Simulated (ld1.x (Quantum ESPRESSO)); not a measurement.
Results of a calculation; reference values are marked as such.
## Hardness and transferability of assorted potentials

Generated with ld1.x 7.5 (TM, RRKJ, ultrasoft, PAW), atompaw 4.2 or ONCVPSP 4.0.1. The cutoff is in Ry: for ld1.x and atompaw files where the sum of valence levels is converged to 10 mRy in a Bessel basis, for ONCV files where the hardest occupied wave has 1 mHa per electron of residual kinetic energy. The error is the largest all-electron minus pseudo excitation energy over each file’s own four to seven test configurations (ionisations up to +4, promotions, holes and added fractions of an electron), all of which were solved. The labels leave out finer settings (local radius, basis sizes, second energies), which also bear on the numbers. Spin-polarised tests are not counted. The rows are a selection from randomly drawn settings: files with unsolved tests, undetermined cutoffs or missed reference levels are left out.

A true bound ghost makes a file unfit for plane-wave use even where its test errors are small: the radial tests pick states by their node count and pass the ghost by.

| element | potential | cutoff (Ry) | largest error (meV) | bound ghosts |
| --- | --- | --- | --- | --- |
| N | PAW, PBEsol, scalar-relativistic, rc 1.05/2.20/1.85 (spd), local smoothed, core correction yes, reference 2s2 2p3 | 15 | -5.7 | none |
| Br | RRKJ, PBE, scalar-relativistic, rc 1.25/1.60/1.30 (spd), local smoothed, core correction yes, reference 4s2 4p5 | 50 | +28 | d |

Fill in the row for Hg: TM, PBE, scalar-relativistic, rc 1.85/1.50/1.75 (spd), local p, core correction yes, reference 5p6 5d10 6s2 6p0.

cutoff 70 Ry, largest error +221 meV, bound ghosts: s.

Fill in the row for Al: TM, PBE, non-relativistic, rc 2.05/2.45 (sp), local smoothed, core correction yes, reference 3s2 3p0.5.

cutoff 10 Ry, largest error -12 meV, bound ghosts: none.

Fill in the row for Rh: TM, PBE, scalar-relativistic, rc 2.25/4.20/1.90 (spd), local s, core correction no, reference 4d8 5s1 5p0.

cutoff 50 Ry, largest error -403 meV, bound ghosts: none.
